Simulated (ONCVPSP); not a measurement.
**Potentials for zinc compared**

Generated with ld1.x 7.5 (TM, RRKJ, ultrasoft, PAW), atompaw 4.2 or ONCVPSP 4.0.1. The cutoff is in Ry: for ld1.x and atompaw files where the sum of valence levels is converged to 10 mRy in a Bessel basis, for ONCV files where the hardest occupied wave has 1 mHa per electron of residual kinetic energy. The error is the largest all-electron minus pseudo excitation energy over each file’s own four to seven test configurations (ionisations up to +4, promotions, holes and added fractions of an electron), all of which were solved. The labels leave out finer settings (local radius, basis sizes, second energies), which also bear on the numbers. Spin-polarised tests are not counted. The rows are a selection from randomly drawn settings: files with unsolved tests, undetermined cutoffs or missed reference levels are left out.

| potential | cutoff (Ry) | largest error (meV) | bound ghosts |
| --- | --- | --- | --- |
| ONCV, PBE, scalar-relativistic, rc 1.30/0.98/0.70 (spd), local d, core correction yes, reference 3s2 3p6 3d10 4s2, qcut 7.7/11.8/14.5, projectors 2/1/0 | 706 | -27 | none |
| ONCV, PBE, scalar-relativistic, rc 1.25/1.15/1.25 (spd), local smoothed, core correction yes, reference 3s2 3p6 3d10 4s2, qcut 10.2/11.5/13.7, projectors 2/2/1 | 141 | -30 | none |
| ONCV, PBEsol, scalar-relativistic, rc 1.85/1.70/1.35 (spd), local smoothed, core correction yes, reference 3d10 4s1, qcut 3.9/5.8/10.8, projectors 2/1/2 | 102 | -64 | none |
| ONCV, BLYP, scalar-relativistic, rc 0.65/1.00/1.50 (spd), local smoothed, core correction yes, reference 3s2 3p6 3d10, qcut 7.7/13.1/11.9, projectors 2/1/2 | 1009 | +84 | none |
| ONCV, PW91, scalar-relativistic, rc 1.30/1.10/0.80 (spd), local d, core correction no, reference 3s2 3p6 3d10 4s2, qcut 10.8/15.2/18.4, projectors 2/1/0 | 275 | -14 | none |
| ONCV, PBE, fully relativistic, rc 0.90/0.80/1.10 (spd), local smoothed, core correction yes, reference 3s2 3p6 3d10 4s2, qcut 16.1/13.7/12.4, projectors 2/2/2 | 164 | -32 | none |

Task: Fill in the row for Zn: ONCV, PBE, scalar-relativistic, rc 0.80/1.00/0.80 (spd), local smoothed, core correction yes, reference 3s2 3p6 3d9, qcut 12.9/14.3/17.8, projectors 2/2/3.

Result: cutoff 286 Ry, largest error +8.7 meV, bound ghosts: none.

Task: Fill in the row for Zn: ONCV, PBE, scalar-relativistic, rc 1.20/0.70/1.45 (spd), local smoothed, core correction yes, reference 3s2 3p6 3d10 4s1, qcut 10.1/12.7/12.7, projectors 2/2/2.

Result: cutoff 172 Ry, largest error +79 meV, bound ghosts: none.
